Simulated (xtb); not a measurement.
C₅H₁₁Si, doublet, from a rough starting geometry; GFN2-xTB run with xtb.

The xtb input:
```
$ xtb mol.xyz --gfn 2 --uhf 1 --opt vtight --json

# file mol.xyz
17

C      0.53572937     2.38116109    -1.30136041
C      0.68733262     1.73991574    -0.22660704
Si     0.01456030    -0.07383044     0.13563551
C     -0.31829501    -0.15284861     2.04913955
C     -1.56467225    -0.48618391    -0.87590063
C      1.39720615    -1.16547411    -0.36284767
H     -0.08693084     2.25522637    -2.30862023
H      1.19439822     2.18680170     0.53781050
H     -0.36387087    -1.23477570     2.36263186
H     -1.29779693     0.21829595     2.21385959
H      0.39764459     0.29116781     2.56672815
H     -2.37325605     0.20783721    -0.56185661
H     -1.36064375    -0.27068923    -1.93871923
H     -1.93090480    -1.42738669    -0.75946410
H      2.34647988    -0.95850442     0.07355276
H      1.18599118    -2.24245655    -0.07672908
H      1.49900045    -1.25544994    -1.46173179
```

Q: Write the output that xtb gives for this input, abridged.

A: 
```
   ID    Z sym.   atoms
    1    6 C      1, 2, 4-6
    2   14 Si     3
    3    1 H      7-17

           -------------------------------------------------
          |                Calculation Setup                |
           -------------------------------------------------

           -------------------------------------------------
          |                 G F N 2 - x T B                 |
           -------------------------------------------------

          ...................................................
          :                      SETUP                      :
          :.................................................:
          :  # basis functions                  41          :
          :  # atomic orbitals                  40          :
          :  # shells                           24          :
          :  # electrons                        35          :
          :  max. iterations                   250          :
          :  Hamiltonian                  GFN2-xTB          :
          :  restarted?                      false          :
          :  GBSA solvation                  false          :
          :  PC potential                    false          :
          :  electronic temp.          300.0000000     K    :
          :  accuracy                    1.0000000          :
          :  -> integral cutoff          0.2500000E+02      :
          :  -> integral neglect         0.1000000E-07      :
          :  -> SCF convergence          0.1000000E-05 Eh   :
          :  -> wf. convergence          0.1000000E-03 e    :
          :  Broyden damping             0.4000000          :
          :  net charge                          0          :
          :  unpaired electrons                  1          :
          ...................................................

 iter      E             dE          RMSdq      gap      omega  full diag
   1    -18.1031078 -0.181031E+02  0.394E+00    2.70       0.0  T
   2    -18.1666491 -0.635413E-01  0.226E+00    2.41       1.0  T
   3    -18.1601321  0.651699E-02  0.155E+00    2.75       1.0  T
   4    -18.1879121 -0.277799E-01  0.681E-01    2.54       1.0  T
   5    -18.1933425 -0.543040E-02  0.254E-01    2.66       1.0  T
   6    -18.1938179 -0.475448E-03  0.139E-01    2.63       1.0  T
   7    -18.1938969 -0.789727E-04  0.659E-02    2.64       1.0  T
   8    -18.1939166 -0.196899E-04  0.261E-02    2.64       1.0  T
   9    -18.1939168 -0.245494E-06  0.116E-02    2.64       2.1  T
  10    -18.1939170 -0.125137E-06  0.569E-03    2.64       4.3  T
  11    -18.1939172 -0.222721E-06  0.169E-03    2.64      14.3  T
  12    -18.1939172 -0.188369E-07  0.514E-04    2.64      47.1  T
  13    -18.1939172 -0.151655E-08  0.833E-05    2.64     291.0  T

   *** convergence criteria satisfied after 13 iterations ***

         :::::::::::::::::::::::::::::::::::::::::::::::::::::
         ::                     SUMMARY                     ::
         :::::::::::::::::::::::::::::::::::::::::::::::::::::
         :: total energy             -17.858806636947 Eh    ::
         :: gradient norm              0.210816673765 Eh/a0 ::
         :: HOMO-LUMO gap              2.640437874496 eV    ::
         ::.................................................::
         :: SCC energy               -18.193844161526 Eh    ::
         :: -> isotropic ES            0.022923700914 Eh    ::
         :: -> anisotropic ES          0.005641952756 Eh    ::
         :: -> anisotropic XC          0.013878281608 Eh    ::
         :: -> dispersion             -0.010790180777 Eh    ::
         :: repulsion energy           0.335037524580 Eh    ::
         :: add. restraining           0.000000000000 Eh    ::
         :: total charge              -0.000000000000 e     ::
         :::::::::::::::::::::::::::::::::::::::::::::::::::::

      -----------------------------------------------------------
     |                   =====================                   |
[...]
 * total energy  :   -17.8896440 Eh     change       -0.2610840E-05 Eh
 * total energy  :   -17.8896467 Eh     change       -0.2665111E-05 Eh
 * total energy  :   -17.8896490 Eh     change       -0.2315875E-05 Eh
 * total energy  :   -17.8896510 Eh     change       -0.1987348E-05 Eh
 * total energy  :   -17.8896525 Eh     change       -0.1519287E-05 Eh
 * total energy  :   -17.8896546 Eh     change       -0.2062015E-05 Eh
 * total energy  :   -17.8896574 Eh     change       -0.2852940E-05 Eh
 * total energy  :   -17.8896577 Eh     change       -0.2848088E-06 Eh
 * total energy  :   -17.8896589 Eh     change       -0.1187102E-05 Eh
 * total energy  :   -17.8896592 Eh     change       -0.3074683E-06 Eh
 * total energy  :   -17.8896595 Eh     change       -0.2694537E-06 Eh
 * total energy  :   -17.8896595 Eh     change       -0.7349849E-07 Eh
   *** GEOMETRY OPTIMIZATION CONVERGED AFTER 47 ITERATIONS ***
         :: total energy             -17.889659536821 Eh    ::
[...]
       ...                                ...                  ...
        40                          0.7738515              21.0576
      -------------------------------------------------------------
                  HL-Gap            0.0935114 Eh            2.5446 eV
             Fermi-level           -0.2923445 Eh           -7.9551 eV

     #   Z          covCN         q      C6AA      α(0)
     1   6 C        1.917    -0.128    34.685     9.511
     2   6 C        2.773    -0.127    31.215     9.150
     3  14 Si       3.498     0.491   100.889    19.441
     4   6 C        3.648    -0.203    24.885     7.167
     5   6 C        3.649    -0.202    24.863     7.163
     6   6 C        3.648    -0.203    24.885     7.167
     7   1 H        0.927     0.037     2.491     2.468
     8   1 H        0.925     0.048     2.349     2.397
     9   1 H        0.925     0.032     2.563     2.504
    10   1 H        0.925     0.033     2.549     2.496
    11   1 H        0.925     0.032     2.559     2.502
    12   1 H        0.925     0.032     2.561     2.503
    13   1 H        0.925     0.032     2.561     2.503
    14   1 H        0.925     0.031     2.572     2.508
    15   1 H        0.925     0.032     2.559     2.502
    16   1 H        0.925     0.032     2.564     2.504
    17   1 H        0.925     0.033     2.549     2.497

 Mol. C6AA /au·bohr⁶  :       2883.952822
 Mol. C8AA /au·bohr⁸  :      81766.417154
 Mol. α(0) /au        :         86.982603

Wiberg/Mayer (AO) data.
largest (>0.10) Wiberg bond orders for each atom

 ---------------------------------------------------------------------------
     #   Z sym  total        # sym  WBO       # sym  WBO       # sym  WBO
 ---------------------------------------------------------------------------
     1   6 C    3.389 --     2 C    2.189     7 H    0.972     3 Si   0.145
     2   6 C    3.972 --     1 C    2.189     8 H    0.938     3 Si   0.749
     3  14 Si   3.615 --     5 C    0.886     4 C    0.882     6 C    0.882
                             2 C    0.749     1 C    0.145
     4   6 C    3.981 --    11 H    0.990    10 H    0.989     9 H    0.988
                             3 Si   0.882
     5   6 C    3.982 --    12 H    0.990    13 H    0.990    14 H    0.989
                             3 Si   0.886
     6   6 C    3.981 --    15 H    0.990    17 H    0.989    16 H    0.988
                             3 Si   0.882
     7   1 H    0.998 --     1 C    0.972
     8   1 H    0.996 --     2 C    0.938
     9   1 H    0.999 --     4 C    0.988
    10   1 H    0.999 --     4 C    0.989
    11   1 H    0.999 --     4 C    0.990
    12   1 H    0.999 --     5 C    0.990
    13   1 H    0.999 --     5 C    0.990
    14   1 H    0.999 --     5 C    0.989
    15   1 H    0.999 --     6 C    0.990
    16   1 H    0.999 --     6 C    0.988
    17   1 H    0.999 --     6 C    0.989
 ---------------------------------------------------------------------------

Topologies differ in total number of bonds
Writing topology from bond orders to xtbtopo.mol

molecular dipole:
                 x           y           z       tot (Debye)
 q only:       -0.007      -0.416       0.215
   full:       -0.131      -0.668       0.251       1.844
molecular quadrupole (traceless):
                xx          xy          yy          xz          yz          zz
 q only:        1.431      -0.227      -2.042       0.523       1.379       0.610
  q+dip:        2.354      -1.149      -3.761       2.325       1.166       1.407
   full:        2.418      -1.092      -3.879       1.565       1.795       1.461

optimized geometry written to: xtbopt.xyz

           -------------------------------------------------
          | TOTAL ENERGY              -17.889659536821 Eh   |
          | GRADIENT NORM               0.000119079473 Eh/α |
          | HOMO-LUMO GAP               2.544575670318 eV   |
           -------------------------------------------------

normal termination of xtb
```
